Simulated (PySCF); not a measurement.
Vibration and rotation of RuN⁻

ωB97X constants of RuN⁻, triplet, unpaired electrons π ↑, δ ↑, a mixture of terms (⟨Lz²⟩ = 5.0) (PySCF, scalar-relativistic core potentials, basis sets Ru def2-TZVPPD with ECP28, N def2-TZVPPD; masses 101.9043 and 14.0031 u):

```
ωe                      : 1097.4 cm⁻¹
ωexe                    : 7.92 cm⁻¹
Be                      : 0.5273 cm⁻¹
αe                      : 0.00315 cm⁻¹
De to Ru⁻ (4d7 5s2) + N : 4.37 eV
```

What force constant and bond length do these constants imply?

Reduced mass μred = 12.311 u; k = 5.8918×10⁻⁷·μred·ωe² (u, cm⁻¹, mdyn/Å) = 8.74 mdyn/Å; Re = √(16.8576/(μred·Be)) (u, cm⁻¹, Å) = 1.611 Å.

Estimate the centrifugal constant D from the Kratzer relation and find the Dunham coefficient a1.

D = 4Be³/ωe² = 4.87e-07 cm⁻¹; a1 = −1 − αeωe/(6Be²) = -3.07.

The metal atom is held in its measured ground configuration; semilocal functionals can put another filling of s and d lower by some tenths of an eV, and De to that atom would be smaller. These are scalar-relativistic numbers at best; spin–orbit coupling would shift them, the dissociation energy most. For an ion De counts to the pair picked by the measured ionisation energies or electron affinities, which need not be the lowest pair at this level. With d or f electrons several states lie close, and the lowest PBE0 determinant need not be the measured ground state.
